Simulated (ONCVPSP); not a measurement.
An all-electron radial function and its pseudo partner (silicon)

Columns: radius, all-electron u(r) and pseudo u(r) of the 3s shell (level -10.77 eV) of silicon in the configuration [Ne] 3s2 3p2; PBEsol, scalar-relativistic, ONCV scheme, ONCVPSP 4.0.1.

```json
{"r (bohr)": "0.105", "all-electron": "0.1119", "pseudo": "0.0232"}
{"r (bohr)": "0.210", "all-electron": "-0.1533", "pseudo": "0.0488"}
{"r (bohr)": "0.315", "all-electron": "-0.3134", "pseudo": "0.0790"}
{"r (bohr)": "0.420", "all-electron": "-0.3317", "pseudo": "0.1155"}
{"r (bohr)": "0.525", "all-electron": "-0.2538", "pseudo": "0.1595"}
{"r (bohr)": "0.630", "all-electron": "-0.1257", "pseudo": "0.2111"}
{"r (bohr)": "0.735", "all-electron": "0.0207", "pseudo": "0.2695"}
{"r (bohr)": "0.840", "all-electron": "0.1657", "pseudo": "0.3330"}
{"r (bohr)": "0.945", "all-electron": "0.2984", "pseudo": "0.3991"}
{"r (bohr)": "1.050", "all-electron": "0.4134", "pseudo": "0.4649"}
{"r (bohr)": "1.155", "all-electron": "0.5092", "pseudo": "0.5280"}
{"r (bohr)": "1.260", "all-electron": "0.5861", "pseudo": "0.5856"}
{"r (bohr)": "1.365", "all-electron": "0.6453", "pseudo": "0.6359"}
{"r (bohr)": "1.470", "all-electron": "0.6882", "pseudo": "0.6772"}
{"r (bohr)": "1.575", "all-electron": "0.7165", "pseudo": "0.7081"}
{"r (bohr)": "1.680", "all-electron": "0.7322", "pseudo": "0.7276"}
{"r (bohr)": "1.785", "all-electron": "0.7371", "pseudo": "0.7356"}
{"r (bohr)": "1.890", "all-electron": "0.7330", "pseudo": "0.7329"}
{"r (bohr)": "1.995", "all-electron": "0.7217", "pseudo": "0.7217"}
{"r (bohr)": "2.100", "all-electron": "0.7046", "pseudo": "0.7046"}
{"r (bohr)": "2.205", "all-electron": "0.6830", "pseudo": "0.6830"}
{"r (bohr)": "2.310", "all-electron": "0.6580", "pseudo": "0.6580"}
{"r (bohr)": "2.415", "all-electron": "0.6306", "pseudo": "0.6306"}
{"r (bohr)": "2.520", "all-electron": "0.6016", "pseudo": "0.6016"}
{"r (bohr)": "2.625", "all-electron": "0.5716", "pseudo": "0.5716"}
{"r (bohr)": "2.730", "all-electron": "0.5411", "pseudo": "0.5411"}
```

(1) How many radial nodes do the two functions have?

(2) At about which radius was the pseudo-wave matched?

(3) Is the pseudo-wave norm-conserving?

Answers

(1) The all-electron 3s function has n − l − 1 = 2; the pseudo-wave has 0, since the states of the same l below it are removed with the core.

(2) 1.95 bohr, where the columns begin to agree (steps of 0.10 bohr).

(3) Yes: the ONCV scheme keeps the norm inside the radius equal to the all-electron one, which fixes the energy derivative of the logarithmic derivative at the level.
